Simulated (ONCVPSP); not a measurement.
## u(r) = r·R(r): atom against pseudo-atom (Ba (Z = 56))

Columns: radius, all-electron u(r) and pseudo u(r) of the 5p shell (level -19.86 eV) of barium in the configuration [Kr] 4d10 5s2 5p6 6s1 6p1; PBE, scalar-relativistic, ONCV scheme, ONCVPSP 4.0.1.

```csv
r (bohr),all-electron,pseudo
0.152,0.1786,0.0155
0.305,0.0933,0.0614
0.458,-0.3399,0.1346
0.610,-0.4089,0.2292
0.762,-0.1920,0.3382
0.915,0.1176,0.4535
1.068,0.4009,0.5647
1.220,0.6123,0.6613
1.372,0.7487,0.7362
1.525,0.8200,0.7845
1.678,0.8395,0.8036
1.830,0.8216,0.7950
1.982,0.7791,0.7631
2.135,0.7212,0.7136
2.288,0.6557,0.6530
2.440,0.5884,0.5878
2.592,0.5224,0.5223
2.745,0.4594,0.4593
2.898,0.4011,0.4011
3.050,0.3487,0.3486
3.202,0.3016,0.3016
3.355,0.2597,0.2597
3.508,0.2229,0.2229
3.660,0.1910,0.1910
3.812,0.1635,0.1634
3.965,0.1395,0.1395
```

Question: How many radial nodes do the two functions have?

Answer: The all-electron 5p function has n − l − 1 = 3 (the table is too coarse to show those close to the nucleus); the pseudo-wave has 0, since the states of the same l below it are removed with the core.

Question: At about which radius was the pseudo-wave matched?

Answer: 2.75 bohr. The columns agree to 0.0005 from 2.59 bohr on; several derivatives are matched, so the curves merge somewhat inside the radius.

Question: Where does each function peak?

Answer: Outermost all-electron maximum near 1.68 bohr, pseudo maximum near 1.68 bohr (to the table’s step).

Question: Is the pseudo-wave norm-conserving?

Answer: Yes: the ONCV scheme keeps the norm inside the radius equal to the all-electron one, which fixes the energy derivative of the logarithmic derivative at the level.
